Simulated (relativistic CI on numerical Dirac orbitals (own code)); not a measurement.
Exchange splitting of the 4s photoelectron line of Rh5+

Problem. Rh5+ ([Kr] 4d4) has the spin S = 2. The exchange integral with a hole in 4s, calculated from Dirac-KLI orbitals and scaled by 0.8, is G^2(4s,4d) = 8.526 eV, with l = 2 the orbital momentum of the open shell. Find the splitting and the intensity ratio of the 4s line.

Working.
1. The electron left in 4s couples its spin to S, giving S + ½ = 5/2 and S − ½ = 3/2.
2. Van Vleck's theorem gives ΔE = (2S + 1) G^l/(2l + 1) = 5 × 8.526/5 = 8.53 eV, with the high-spin state at lower binding energy.
3. The intensities follow the multiplicities, (2S + 2) : 2S = (S + 1) : S = 1.50.

Check. The full multiplet calculation with spin-orbit coupling puts the centres of the two groups of its strongest lines 8.37 eV apart. Measured splittings are much smaller, often about half, when hole and open shell share n, because correlation inside the n = 4 shell lowers the low-spin state; the low-spin line also loses weight to satellites, so measured ratios exceed (S + 1)/S. The splitting still grows with S and serves to read the spin state.
